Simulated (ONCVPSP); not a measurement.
## An odd input for ONCVPSP 4.0.1 (titanium)

Command:

```bash
oncvpsp.x < Ti.dat > Ti.out
```

Input:

```
# ATOM AND REFERENCE CONFIGURATION
# atsym  z   nc   nv     iexc    psfile
  Ti 22.00    3    4  -118130      upf
#
#   n    l    f
    1    0    2.00
    2    0    2.00
    2    1    6.00
    3    0    2.00
    3    1    6.00
    3    2    2.00
    4    0    1.00
#
# PSEUDOPOTENTIAL AND OPTIMIZATION
# lmax
    2
#
#   l,   rc,      ep,       ncon, nbas, qcut
    0    1.95    0.00    4    8    5.10
    1    1.70    0.00    4    8    7.20
    2    1.35    0.00    4    9   11.80
#
# LOCAL POTENTIAL
# lloc, lpopt,  rc(5),   dvloc0
    0    3    1.30    0.00
#
# VANDERBILT-KLEINMAN-BYLANDER PROJECTORs
# l, nproj, debl
    0    3    0.60
    1    1    3.90
    2    1    3.30
#
# MODEL CORE CHARGE
# icmod, fcfact, rcfact
    0    0.00    0.00
#
# LOG DERIVATIVE ANALYSIS
# epsh1, epsh2, depsh
   -4.00    5.00    0.02
#
# OUTPUT GRID
# rlmax, drl
    6.00    0.01
#
# TEST CONFIGURATIONS
# ncnf
    4
# nvcnf
#   n    l    f
    4
    3    0    2.00
    3    1    6.00
    3    2    2.00
    4    0    2.00
#
    4
    3    0    2.00
    3    1    6.00
    3    2    2.00
    4    0    0.00
#
    4
    3    0    2.00
    3    1    6.00
    3    2    1.00
    4    0    0.00
#
    4
    3    0    2.00
    3    1    5.00
    3    2    2.00
    4    0    2.00
#
```

This is an input that runs to its end, with one change: lloc set to 0.

Question: How does the run end?

Answer: The program refuses the input: "test_data: rc < rc(lloc) for l = 1. Not allowed.".

```
ONCVPSP  (Optimized Norm-Conservinng Vanderbilt PSeudopotential)
scalar-relativistic version 4.0.1

test_data: rc < rc(lloc) for l = 1.  Not allowed.
test_data: rc < rc(lloc) for l = 2.  Not allowed.
ERROR: test_data found   2 ERROR; stopping
```
